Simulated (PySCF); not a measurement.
AsH5, SMILES [AsH5]. Atoms are numbered in the order given.

```xyz
6

As     0.0000     0.0000     0.0000
H      0.0000     0.0000     1.6034
H      0.0000     0.0000    -1.6034
H      1.5291     0.0000     0.0000
H     -0.7646     1.3243     0.0000
H     -0.7646    -1.3243     0.0000
```

Coordinates come from a PBE0-D3(BJ)/def2-TZVP optimisation.

These are HF/def2-TZVPD (PySCF) values and carry that method's errors.

ESP charges are fitted to the potential on shells at 1.4 to 2.0 van der Waals radii. Atomic charges (e):

```json
[
 {"atom": "As1", "IAO": "0.88", "ESP fit": "0.54"},
 {"atom": "H2", "IAO": "-0.28", "ESP fit": "-0.24"},
 {"atom": "H3", "IAO": "-0.28", "ESP fit": "-0.24"},
 {"atom": "H4", "IAO": "-0.11", "ESP fit": "-0.02"},
 {"atom": "H5", "IAO": "-0.11", "ESP fit": "-0.02"},
 {"atom": "H6", "IAO": "-0.11", "ESP fit": "-0.02"}
]
```
